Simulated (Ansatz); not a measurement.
Computed with Ansatz on PBE0-D4/def2-TZVP structures; ΔE is electronic, products minus reactants. CCSD(T)/CBS adds triple-zeta CCSD(T) − MP2 to the extrapolated MP2 energy (def2 sets, frozen cores). Double bonds are as drawn, so ΔE can hold a change between cis and trans. DFT in def2-TZVPP. For Br, Ga outer-core shells are correlated without core-valence functions, which leaves a few kJ/mol of doubt a bond. Scalar relativity is left out up to krypton. Each species was taken in one conformer, which may not be the lowest.

Consider the substitution at a C–O bond: `[GaH2][O]/C=C/Br` + HBr → `Br/C=C\Br` + `[OH][GaH2]`.

```tsv
level	ΔE (kJ/mol)	difference from CCSD(T)/CBS
LDA (SPW92)	0.5	11.3
PBE-D4	-6.7	4.1
PBE0-D4	-3.6	7.2
B2PLYP	-7.2	3.6
BLYP	-5.4	5.4
PBE0	-4.7	6.1
CAM-B3LYP	1.2	12.0
MP2/def2-TZVPP	-17.9	-7.1
HF/def2-QZVPP	9.7	20.5
CCSD/CBS(def2)	-9.1	1.7
CCSD(T)/CBS	-10.8	0
```

Largest T1 diagnostic among the species: 0.015.

At CCSD(T), def2-SVP lies +29.5 kJ/mol from the extrapolated value and def2-TZVPP +3.4 kJ/mol. In def2-TZVPP, CCSD(T) changes the Hartree–Fock value by −17.2 kJ/mol (the triples alone add −1.7 kJ/mol) and MP2 by −27.8 kJ/mol.

CCSD(T)/CBS has its own doubt, a few kJ/mol and more with outer-core shells, so smaller differences from it don't rank the levels.
